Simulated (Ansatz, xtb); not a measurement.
## Ranking isomers of C5H7NO2

4 gas-phase structures of C5H7NO2, from a drawn sample of its isomers (lower ones may exist). Each was relaxed with GFN2-xTB; where two conformers were screened, the lower at r2SCAN-D4/def2-SVP is listed:

A. `C=CO/C(C)=N/C=O`, a singlet
B. `C=COC(=C)/N=C\O`, a singlet
C. `C=COC(=C)NC=O`, a singlet
D. `C=CO/C(C)=N\C=O`, a singlet

Q: Make a reasoned guess at their ranking by r2SCAN-D4/def2-SVP single-point energy.

A: Calculated order at r2SCAN-D4/def2-SVP: A (0.0), C (3.0), D (4.0), B (14.3) kcal/mol. Less than 1 kcal/mol parts C and D, so the order within that pair means little.

Energies above the lowest of each column, in kcal/mol; the last columns are at B3LYP/def2-SVP geometries:

| structure | GFN2-xTB | HF/STO-3G | r2SCAN-D4/def2-SVP | B3LYP/def2-SVP | CCSD(T)/def2-SVP + ΔMP2/def2-TZVPP |
| --- | --- | --- | --- | --- | --- |
| A | 0.0 | 0.0 | 0.0 | 0.0 | 0.0 |
| C | 8.8 | 6.8 | 3.0 | 4.2 | 5.2 |
| D | 0.4 | 6.6 | 4.0 | 4.0 | 4.5 |
| B | 12.4 | 14.6 | 14.3 | 15.3 | 14.2 |

Every level run on A puts it lowest or level with the lowest. CCSD(T)/def2-SVP + ΔMP2/def2-TZVPP orders those it was run on as A (0.0), D (4.5), C (5.2), B (14.2) kcal/mol. Less than 1 kcal/mol parts D and C, so the order within that pair means little. Some further structures that were screened fall inside this span and aren't listed. Flexible structures stand in one conformer each, not always the lowest. ΔMP2 is the change of the MP2 energy from the smaller to the larger basis.

Over these structures GFN2-xTB departs from r2SCAN-D4/def2-SVP by 2.8 kcal/mol on average once a common shift is removed. A GFN2-xTB relaxation took about 0.26 s and the r2SCAN-D4/def2-SVP energy about 4.2 s on a shared host (Ansatz 0.2.0, xtb 6.7.1).
